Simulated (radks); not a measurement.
Q: Coherent X-ray form factor from a spherical all-electron density. Calculated with a radial shooting solver on a logarithmic mesh with Libxc functionals: scalar-relativistic Kohn-Sham, LDA (Slater exchange, Perdew-Wang correlation), spin-polarised, spherical densities, point nucleus.

sin(theta)/lambda (1/angstrom),f0 (electrons)
0.05,27.642
0.1,26.642
0.15,25.181
0.2,23.458
0.25,21.638
0.3,19.829
0.4,16.494
0.5,13.716
0.6,11.538
0.8,8.701
1,7.185
1.25,6.101
1.5,5.290
2,3.839

The species is in the configuration that NIST lists as its ground one. Which atom or ion scatters so?

A: The copper ion Cu+, [Ar] 3d10. Extrapolating in s^2 from the first two rows gives f0(0) = 28.0, near the electron count 28; among species with that count, the fall with angle is slower the higher Z, and the table is that of Z = 29; from so few rows the species is fixed only to a neighbour or two.
